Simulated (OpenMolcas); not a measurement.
**Br II: effect of the active space**

```json
{
 "Program": "OpenMolcas 26.06",
 "Method": "XMS-CASPT2 or its RAS form, IPEA 0.25 Eh, imaginary shift 0.1 Eh",
 "Basis": "ANO-RCC-VTZP",
 "Scalar Hamiltonian": "DKH2, point nucleus",
 "Spin-orbit coupling": "state interaction with AMFI integrals over the reference wave functions, term energies averaged over their components"
}
```

A. 4 electrons in 3 orbitals (4p); 2S+1 = 3 even, 3 roots; 2S+1 = 1 even, 6 roots; closed shells correlated: 3d 4s; CASPT2 step about 0.7 core-seconds
B. 6 electrons in 8 orbitals (4s 4p 5s 5p); 2S+1 = 3 even, 3 roots; 2S+1 = 1 even, 6 roots; 2S+1 = 3 odd, 1 root; 2S+1 = 1 odd, 5 roots; closed shells correlated: 3d; CASPT2 step of the order of 5 core-seconds
C. 6 electrons in 9 orbitals (RAS2 4s 4p; RAS3 4d, at most 2 electrons); 2S+1 = 3 even, 3 roots; 2S+1 = 1 even, 6 roots; 2S+1 = 3 odd, 5 roots kept (CI in the orbitals of an earlier block); 2S+1 = 1 odd, 1 root; closed shells correlated: 3d; CASPT2 step roughly 8 core-seconds

Energies in cm-1 above 4s2 4p4 3P2, the measured ground level; measured values from NIST Handbook of Basic Atomic Spectroscopic Data.

```tsv
Level	A	B	C	Measured
4s2 4p4 3P2	0.0	0.0	0.0	0.0
4s2 4p4 3P1	2880	2800	2820	3136
4s2 4p4 3P0	3630	3530	3590	3837
4s2 4p4 1D2	12230	12730	12540	12089
4s2 4p4 1S0	28650	29050	28660	27867
```

Deviations, from unrounded energies. A percentage is the sum of absolute deviations over the sum of measured energies, with the sign that they share, or ± where signs differ.

```json
{"Against measurement": "mean absolute deviation (cm-1)", "Levels": "4", "A": "350", "B": "620", "C": "450"}
{"Against measurement": "fine structure of the ground term (%)", "Levels": "2", "A": "-6.6", "B": "-9.2", "C": "-8.1"}
{"Against measurement": "other terms of the ground configuration (%)", "Levels": "2", "A": "+2.3", "B": "+4.5", "C": "+3.1"}
```

A lies closest to measurement on these levels and B furthest from it. The largest miss of A in the table is 4s2 4p4 1S0, by +780 cm-1. The ranking rests on the paired levels alone, and a cruder setting can come out closer through cancelling errors.

The two smallest mean deviations differ by little beside CASPT2's spread within terms, so their order carries little weight.

Among A to C the level of the table that moves most is 4s2 4p4 1D2, by 490 cm-1 (lowest in A, highest in B). Moves below CASPT2's spread within the term are not significant.

Term energies are means over components that CASPT2 splits; among the terms shown or strongly mixed into the levels shown the widest spread is 790 cm-1 (4s2 4p4 1D, A). Over all roots computed the reference weight is 0.88 to 0.98 in C; the roots of lowest weight are the least certain, and an intruder state may touch them. With the s shell closed, the reference lacks s² → p² mixing (holds for A). The run also gave levels led by 4s2 4p3 5s, which use shells meant for correlation; these and all levels above them are left out (holds for B). The run also gave levels led by 4s2 4p3 4d, which use shells meant for correlation; these and all levels above them are left out (holds for C). No level of 4s 4p5 was computed, though it lies in the active space (holds for C). Computed and measured levels are paired by configuration, term and J; levels that our copy of the source lacks, or whose pairing is in doubt (as where it misses far off the trend of its configuration), stay unpaired and out of the deviations. Levels of configurations outside the active space are missing. The table leaves out levels that lie high or whose names do not pair safely across all columns.
